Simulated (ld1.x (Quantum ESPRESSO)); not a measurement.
## Configuration tests for erbium (Er) (TM)

Er (Z = 68), norm-conserving Troullier–Martins (Kleinman–Bylander form), made with ld1.x (Quantum ESPRESSO) 7.5 (PBE, scalar-relativistic). Core [Kr] 4d10, reference 4f12 5s2 5p6 5d0 6s1 6p1. Waves: 5s (bound): rc 1.95 bohr; 5p (bound): rc 1.45 bohr; 4f (bound): rc 0.90 bohr; 5d (bound, empty): rc 2.20 bohr. Local part: the d channel. Core correction: none.

Occupied shells without a wave of their own: 6p, 6s. They enter only through the test configuration that unscreens the potential.

Energies are relative to the spin-unpolarised reference configuration 4f12 5s2 5p6 5d0 6s1 6p1; without spin polarisation the order of configurations can differ from experiment.

Question: Give the all-electron excitation energy and the error of the potential for: 4f12 5s2 5p6 5d0 6s2 6p0; 4f12 5s2 5p6 5d0 6s1 6p0; 4f12 5s2 5p6 5d0 6s0 6p0; 4f12 5s2 5p6 5d1 6s1 6p0; 4f10 5s2 5p6 5d0 6s0 6p0; 4f12 5s2 5p6 5d0 6s0 6p2; 4f11 5s2 5p6 5d1 6s2 6p0.

Answer:

```
   valence configuration  charge  ΔE all-electron (eV)  error AE − PS (meV)
4f12 5s2 5p6 5d0 6s2 6p0       0                -2.794                 -515
4f12 5s2 5p6 5d0 6s1 6p0      +1                 3.588                 -522
4f12 5s2 5p6 5d0 6s0 6p0      +2                15.543                 -351
4f12 5s2 5p6 5d1 6s1 6p0       0                 0.152                 -190
4f10 5s2 5p6 5d0 6s0 6p0      +4                87.415                 -953
4f12 5s2 5p6 5d0 6s0 6p2       0                 2.975                 +652
4f11 5s2 5p6 5d1 6s2 6p0       0                 1.994                 -967
```

Levels in the configuration 4f10 5s2 5p6 5d0 6s0 6p0:

| level | all-electron (eV) | pseudo (eV) |
| --- | --- | --- |
| 4f | -56.200 | -55.856 |
| 5s | -99.324 | -99.440 |
| 5p | -71.491 | -71.326 |

The 6p, 6s levels have no wave, so the channel is fitted at the deeper level alone: the likely source of the large errors.

The potential misses its own reference levels by up to 0.3 eV.
